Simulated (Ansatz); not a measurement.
Basis-set series for CH$_{4}$O$_{2}$SeSi (`O[Si]1([SeH])CO1`). Total charge 0; spin multiplicity 1. The structure was optimised at the PBE0-D4/def2-TZVP level. It is one conformer, not always the lowest.

| functional | basis | functions | energy (Eh) | HOMO (eV) | LUMO (eV) |
| --- | --- | --- | --- | --- | --- |
| PBE0-D4 | def2-SVP | 112 | -2880.92190 | -7.08 | 0.14 |
| PBE0-D4 | def2-TZVPP | 239 | -2881.56536 | -7.21 | -0.10 |
| ωB97M-V | def2-SVP | 112 | -2881.31056 | -9.24 | 2.16 |
| ωB97M-V | def2-TZVPP | 239 | -2881.95849 | -9.38 | 1.63 |

**Question.** Give the rows for def2-QZVPP. (Best estimate.)

**Answer.** Computed: 
```tsv
functional	basis	functions	energy (Eh)	HOMO (eV)	LUMO (eV)
PBE0-D4	def2-QZVPP	450	-2881.63719	-7.24	-0.29
ωB97M-V	def2-QZVPP	450	-2882.02751	-9.42	1.11
```

Positive LUMOs are unbound and depend on the basis. Scalar relativity is left out up to krypton.
